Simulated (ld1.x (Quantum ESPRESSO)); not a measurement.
What one change does to a pseudopotential (palladium (Pd), PAW)

ld1.x (Quantum ESPRESSO) 7.5 input, shortened:

```
&input
   title='Pd', zed=46., rel=1, dft='BLYP', iswitch=3,
   config='[Kr] 4d10 5s0 5p0'
 /
 &inputp
   pseudotype=3, lpaw=.true., tm=.true., lloc=-2, rcloc=1.60,
   nlcc=.true., new_core_ps=.true.,
   which_augfun='BESSEL', rmatch_augfun=1.20
 /
6
4S  1  0   2.00   0.00  1.35  1.45  0.0
5S  2  0   0.00   0.00  1.35  1.45  0.0
4P  2  1   6.00   0.00  1.40  1.75  0.0
5P  3  1   0.00   0.00  1.40  1.75  0.0
4D  3  2  10.00   0.00  1.75  2.10  0.0
4D  3  2   0.00   0.05  1.75  2.10  0.0
 &test
   configts(1)='4s2 4p6 4d10 5s0 5p0'
 /
```

All-electron outer shells of the reference configuration (BLYP, scalar-relativistic, ld1.x):

```tsv
shell	level (eV)	outermost node (bohr)	outermost maximum (bohr)
3p	-516.09	0.15	0.34
3d	-325.62	–	0.28
4s	-85.34	0.45	0.85
4p	-51.18	0.46	0.91
4d	-4.03	0.45	1.10
5s	-3.43	1.15	2.67
5p	-0.39	1.32	4.41
```

Change: waves 4p (bound): rcut 1.40, rcutus 1.60 bohr; 5p (bound): rcut 1.40, rcutus 1.60 bohr.

Cutoffs: the cutoffs (Ry, on a coarse ladder) from which the occupation-weighted sum of valence levels, in a spherical-Bessel basis at the reference potential, stays within 10 and 1 mRy of its value at 400 Ry; they do not see the model core or the augmentation charge, which bear on the density cutoff. Errors are all-electron minus pseudo energies relative to the spin-unpolarised reference configuration.

Predict the effect on cutoff, ghosts and configuration errors.

The potential gets neither clearly harder nor softer (35 Ry and 55 Ry → 35 Ry and 60 Ry); the s channel sets the loose cutoff, while the largest relative change is in p, which becomes harder; of the 7 tests that both files solve, the error grows in 3 and shrinks in 0 by more than 15 % and 0.3 meV (median size 1.2 → 4.3 meV); neither file shows a bound ghost. That the errors move this way runs against the usual rule that smaller radii transfer better.

```csv
quantity,base,changed
"cutoff, loose",35 Ry,35 Ry
"cutoff, tight",55 Ry,60 Ry
loose cutoff by channel (10 mRy a level),"s 25 Ry, p 21 Ry, d 18 Ry","s 25 Ry, p 25 Ry, d 18 Ry"
bound ghosts,none,none
"error for 4s2 4p6 4d9 5s0 5p0, meV [ΔE 9.08 eV]",+0.2,+0.1
"error for 4s2 4p6 4d8 5s0 5p0, meV [ΔE 29.82 eV]",+0.2,-0.8
"error for 4s2 4p6 4d7 5s0 5p0, meV [ΔE 64.08 eV]",+1.2,-4.3
"error for 4s2 4p5 4d10 5s0 5p0, meV [ΔE 57.12 eV]",-42,-41
"error for 4s2 4p6 4d9.5 5s0 5p0, meV [ΔE 3.22 eV]",+0.1,+0.1
"error for 4s2 4p6 4d6 5s0 5p0, meV [ΔE 113.28 eV]",+9.3,-12
"error for 4s1 4p6 4d10 5s0 5p0, meV [ΔE 91.56 eV]",-49,-50
s: phases at 2.29 bohr within 0.05 rad from the reference energy up to (Ry; the scan ends near 5),to the end of the scan,to the end of the scan
p: phases at 2.29 bohr within 0.05 rad from the reference energy up to (Ry; the scan ends near 5),to the end of the scan,to the end of the scan
d: phases at 2.29 bohr within 0.05 rad from the reference energy up to (Ry; the scan ends near 5),to the end of the scan,to the end of the scan
lowest overlap eigenvalue by channel,"s 0.12, p 0.08, d 1.00","s 0.12, p 0.11, d 1.00"
```
